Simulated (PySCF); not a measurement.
Compound: m-toluidine, C₇H₉N.
Numbering: `[CH3:1][c:2]1[cH:3][cH:4][cH:5][c:6]([NH2:7])[cH:8]1` (hydrogens: H9, H10, H11 on C1; H12 on C3; H13 on C4; H14 on C5; H15, H16 on N7; H17 on C8)

All values: wB97X-D/pcSseg-2 (PySCF, non-relativistic), on one gas-phase PBE0-D3(BJ)/def2-TZVP geometry that isn't relaxed in the solvent. The solvent is an IEF-PCM continuum (van der Waals radii × 1.2). Only the electrostatic response of the medium enters.

Gas phase at wB97X-D/pcSseg-2: HOMO -7.60 eV, LUMO 1.72 eV, dipole 1.44 D.

Question: What does the continuum do to the energy, the frontier levels and the dipole at wB97X-D/pcSseg-2 in chloroform?

Answer: 
| solvent | ε | E(solvent) − E(gas) (kcal/mol) | polarisation term (kcal/mol) | distortion of the solute (kcal/mol) | HOMO (eV) | LUMO (eV) | dipole (D) |
| --- | --- | --- | --- | --- | --- | --- | --- |
| chloroform | 4.711 | -4.39 | -4.84 | 0.45 | -7.63 | 1.67 | 1.80 |

The first energy column is the sum of the next two and covers electrostatics alone.

Question: Which radius a makes the point-dipole formula ΔE = −[(ε − 1)/(2ε + 1)]·μ²/a³ give the value in chloroform, with the gas-phase dipole?

Answer: μ = 0.566 au and |ΔE| = 0.00700 Eh give a = 1.34 Å; the farthest nucleus lies 3.43 Å from the centroid of the nuclei, so such a sphere wouldn't even hold the nuclei. The formula assumes a rigid point dipole at the centre of a sphere.

The run took 88 s wall, 3.2 min CPU on Intel Xeon Platinum 8259CL at 2.50 GHz, 2 threads, shared host, and the process peaked at 2.9 GiB of memory. This is the whole shielding run at wB97X-D/pcSseg-2 in chloroform, SCF included.

Shape of the structure used: `[CH3:1][c:2]1[cH:3][cH:4][cH:5][c:6]([NH2:7])[cH:8]1`: H–N7–C6–C5 -25°, H–N7–C6–C5 -159°.

Note: wB97X-D ran without an empirical dispersion term, which enters the total energy and its gradient alone.
